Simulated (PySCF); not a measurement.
H$_{9}$N$_{3}$Si$_{3}$, charge +1, doublet, geometry from GFN2-xTB (a state made from the parent by changing its charge; the spin is typed, not shown lowest); BLYP/6-31G* (PySCF).

Here is a job for PySCF.
```python
from pyscf import gto, scf, dft

mol = gto.Mole()
mol.atom = '''
    Si    1.71385211   -0.42755707   -0.49283787
    N     0.47534955   -1.54825386   -0.01718312
    Si   -1.17564684   -1.32542320    0.47338261
    N    -1.51369538    0.37762369    0.43528050
    Si   -0.53820527    1.75298028    0.01945526
    N     1.03834583    1.17063016   -0.41809737
    H     2.06280046   -0.70545253   -1.88742259
    H     2.79609327   -0.50670246    0.49019188
    H     0.77127140   -2.51209648   -0.02788022
    H    -2.03316799   -1.97820999   -0.51777040
    H    -1.29987518   -1.77945992    1.85984407
    H    -2.45602413    0.61270776    0.70625796
    H    -0.39627887    2.58428748    1.21638576
    H    -1.12957168    2.38553741   -1.16122871
    H     1.68475273    1.89938872   -0.67837773
'''
mol.basis = '6-31g*'
mol.charge = 1
mol.spin = 1
mol.verbose = 4
mol.build()

mf = dft.UKS(mol)
mf.xc = 'blyp'
mf.kernel()
```

What the program printed (banner, timings and long lists left out):

```
PySCF version 2.14.0

[INPUT] verbose = 4
[INPUT] num. atoms = 15
[INPUT] num. electrons = 71
[INPUT] charge = 1
[INPUT] spin (= nelec alpha-beta = 2S) = 1
[INPUT] symmetry False subgroup None
[INPUT] Mole.unit = angstrom
[INPUT] Symbol           X                Y                Z      unit          X                Y                Z       unit  Magmom
[...]
nuclear repulsion = 470.493833745867
number of shells = 60
number of NR pGTOs = 270
number of NR cGTOs = 114
basis = 6-31g*
ecp = {}

******** <class 'pyscf.dft.uks.UKS'> ********
method = UKS
initial guess = minao
damping factor = 0
level_shift factor = 0
DIIS = <class 'pyscf.scf.diis.CDIIS'>
diis_start_cycle = 1
diis_space = 8
diis_damp = 0
SCF conv_tol = 1e-09
SCF conv_tol_grad = None
SCF max_cycles = 50
direct_scf = True
direct_scf_tol = 1e-13
number electrons alpha = 36  beta = 35
XC library pyscf.dft.libxc version 7.1.2
    S. Lehtola, C. Steigemann, M. J. T. Oliveira, and M. A. L. Marques,  SoftwareX 7, 1–5 (2018)
XC functionals = blyp
    A. D. Becke,  Phys. Rev. A 38, 3098 (1988)
    C. Lee, W. Yang, and R. G. Parr,  Phys. Rev. B 37, 785 (1988)
    B. Miehlich, A. Savin, H. Stoll, and H. Preuss,  Chem. Phys. Lett. 157, 200 (1989)
radial grids:
    Treutler-Ahlrichs [JCP 102, 346 (1995); DOI:10.1063/1.469408] (M4) radial grids

becke partition: Becke, JCP 88, 2547 (1988); DOI:10.1063/1.454033
pruning grids: <function nwchem_prune>
grids dens level: 3
symmetrized grids: False
atomic radii adjust function: <function treutler_atomic_radii_adjust>
small_rho_cutoff = 0
Set gradient conv threshold to 3.16228e-05
tot grids = 187520
init E= -1038.54864727771

cycle= 1 E= -1037.69618034979  delta_E= 0.852  |g|= 0.561  |ddm|= 2.55

cycle= 2 E= -1037.24328659025  delta_E= 0.453  |g|= 1.09  |ddm|= 1.58
cycle= 3 E= -1037.77016923986  delta_E= -0.527  |g|= 0.304  |ddm|= 1.36
cycle= 4 E= -1037.77875083886  delta_E= -0.00858  |g|= 0.271  |ddm|= 0.83
cycle= 5 E= -1037.81113996294  delta_E= -0.0324  |g|= 0.157  |ddm|= 0.686
cycle= 6 E= -1037.79953821132  delta_E= 0.0116  |g|= 0.201  |ddm|= 0.491
cycle= 7 E= -1037.82649987384  delta_E= -0.027  |g|= 0.0686  |ddm|= 0.496
cycle= 8 E= -1037.82851527252  delta_E= -0.00202  |g|= 0.0476  |ddm|= 0.249
cycle= 9 E= -1037.83047196472  delta_E= -0.00196  |g|= 0.00709  |ddm|= 0.113
cycle= 10 E= -1037.83047804769  delta_E= -6.08e-06  |g|= 0.00695  |ddm|= 0.0301
cycle= 11 E= -1037.8305187361  delta_E= -4.07e-05  |g|= 0.000906  |ddm|= 0.0144
cycle= 12 E= -1037.83051875829  delta_E= -2.22e-08  |g|= 0.00097  |ddm|= 0.00272
cycle= 13 E= -1037.83051942658  delta_E= -6.68e-07  |g|= 0.00036  |ddm|= 0.00152
cycle= 14 E= -1037.83051952278  delta_E= -9.62e-08  |g|= 0.000114  |ddm|= 0.000556
cycle= 15 E= -1037.8305195305  delta_E= -7.72e-09  |g|= 6.03e-05  |ddm|= 0.00011
cycle= 16 E= -1037.83051953335  delta_E= -2.86e-09  |g|= 1.1e-05  |ddm|= 0.000136
cycle= 17 E= -1037.83051953341  delta_E= -5.91e-11  |g|= 7.42e-06  |ddm|= 2.27e-05
Extra cycle  E= -1037.83051952268  delta_E= 1.07e-08  |g|= 0.000118  |ddm|= 0.00025
SCF not converged.
SCF energy = -1037.83051952268 after 50 cycles  <S^2> = 0.75176285  2S+1 = 2.0017621
```

Convergence was not reached.
